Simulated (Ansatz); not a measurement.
Z-matrix (Å, degrees):
```
Ge
O 1 1.781
H 1 1.538 2 109.3
H 1 1.538 2 109.3 3 121.3
H 1 1.536 2 105.3 3 -119.4
Ga 2 1.760 1 129.4 3 -60.6
F 6 1.758 2 112.7 1 -0.1
H 6 1.539 2 126.5 1 179.9
```

Charge 0, multiplicity 1.

Task: List the CAM-B3LYP/def2-TZVPP orbital energies in eV (the Gaussian-basis code of Ansatz). (Estimate.)

Result: Ansatz gave: Occupied: -10852.44, -10140.23, -1356.64, -1251.80, -1207.60, -1207.59, -1207.59, -1109.14, -1108.99, -1108.98, -672.29, -522.29, -171.50, -152.28, -121.83, -121.77, -121.77, -105.82, -105.52, -105.47, -35.53, -35.37, -35.37, -35.29, -35.29, -32.93, -28.36, -25.51, -25.50, -25.45, -25.31, -24.92, -17.38, -14.98, -13.03, -12.92, -12.64, -11.97, -11.80, -11.31, -10.23, -10.09. Lowest empty: -0.09, 0.28, 1.60, 2.01, 2.56, 2.96, 3.11, 4.43.
